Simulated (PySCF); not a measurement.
Ionisation energy along the 6-electron series

Calculated with PySCF 2.14 and a two-component X2C-1e Hamiltonian (Gaussian nucleus, no Breit or QED terms), each ion in its own even-tempered basis scaled to its charge; GMP2 freezes nothing and drops the highest virtual spinors. Values in eV. NIST values: (m) measured, (s) semi-empirical, (t) theoretical.

| ion | configuration | GHF (spin-free) | GMP2 (spin-free) | GHF (screened spin-orbit) | GMP2 (screened spin-orbit) | NIST |
| --- | --- | --- | --- | --- | --- | --- |
| Nd⁵⁴⁺ | [He] 2s2 2p2 | 11034.6 | 11034.5 | 11397.8 | 11400.1 | 11384 ± 5 (t) |
| Sm⁵⁶⁺ | [He] 2s2 2p2 | 11854.7 | 11854.6 | 12279.6 | 12281.9 | 12264 ± 5 (t) |

(1) Fill in the row of Pm⁵⁵⁺.

Answers

(1) configuration: [He] 2s2 2p2; GHF (spin-free): 11440.7; GMP2 (spin-free): 11440.6; GHF (screened spin-orbit): 11833.8; GMP2 (screened spin-orbit): 11836.1; NIST: 11819 ± 5 (t).
